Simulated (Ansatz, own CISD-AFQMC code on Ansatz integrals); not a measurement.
C3H2, SMILES `[C]=C=C` (charge 0, multiplicity 1).

Cartesian coordinates (Å):
```xyz
5

C      2.0278     0.0366    -0.1956
C      0.7577     0.0155    -0.0251
C     -0.5493    -0.0060     0.1512
H     -1.1509     0.8964     0.0625
H     -1.0764    -0.9270     0.3921
```
Charge 0, spin multiplicity 1.

Frozen-core correlation energies in cc-pVDZ at a geometry from PBE0-D3(BJ)/def2-TZVP, on an HF energy of -114.60356 Ha (<S^2> = 0.00, restricted and unstable towards unrestricted orbitals). Wave-function levels are from Ansatz, the walk from an own CISD-AFQMC code on Ansatz integrals (time step 0.005/Ha, trial state from CCSD amplitudes, largest double 0.13).

```csv
level,correlation energy (mHa)
MP2,-352.3
CCSD,-385.4
CCSD(T),-403.7
CCSDT(Q),-406.4
```

### Question
What correlation energy does phaseless AFQMC give, and where does it lie among these levels?

### Answer
-405.7 ± 0.4 mHa (one standard error). AFQMC minus each level: MP2 -53.3 mHa, CCSD -20.3 mHa, CCSD(T) -1.9 mHa, CCSDT(Q) +0.7 mHa.
